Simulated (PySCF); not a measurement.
A structure optimised at PBE-D3(BJ)/def2-SVP, used in a PySCF frequency run:

```xyz
14

C     -0.0564    -2.1863     0.0000
C      1.1083    -1.4625     0.0000
C      0.7280    -0.0373     0.0000
C      1.2159     1.2461     0.0000
C      0.0564     2.1863     0.0000
C     -1.1083     1.4625     0.0000
C     -0.7280     0.0373     0.0000
C     -1.2159    -1.2461     0.0000
H     -0.1466    -3.2804     0.0000
H      2.1294    -1.8646     0.0000
H      2.2692     1.5634     0.0000
H      0.1466     3.2804     0.0000
H     -2.1294     1.8646     0.0000
H     -2.2692    -1.5634     0.0000
```
Charge 0, spin multiplicity 1.

Question: Write its SMILES, formula and point group.

Answer: C1=CC2=CC=CC2=C1, C₈H₆, C2h

Question: What are its rotational constants (standard atomic weights)?

Answer: 5.1889, 2.1309, 1.5106 GHz
